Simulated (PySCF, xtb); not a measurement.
C3H5FOSi, SMILES C([Si@@H](CO)F)#C. One conformer was computed; it need not be the lowest.

Harmonic wavenumbers (cm⁻¹) from GFN2-xTB (xtb) at its own minimum, in rising order: 51, 96, 142, 159, 261, 290, 313, 360, 608, 620, 646, 685, 689, 744, 787, 818, 1056, 1118, 1271, 1331, 1465, 2206, 2347, 2862, 2977, 3356, 3555.

Task: What does ωB97X-D3(BJ)/def2-SVP (PySCF) give at its own minimum? (An estimate is asked for; the answer gives what the named calculation found.)

Result: 86, 115, 160, 174, 297, 344, 378, 406, 613, 713, 768, 774, 792, 842, 875, 920, 1094, 1155, 1304, 1388, 1460, 2195, 2316, 3044, 3138, 3467, 3858. Paired by order, the mean absolute difference is 72 cm⁻¹ and the zero-point energies are 44.1 and 46.7 kcal/mol.
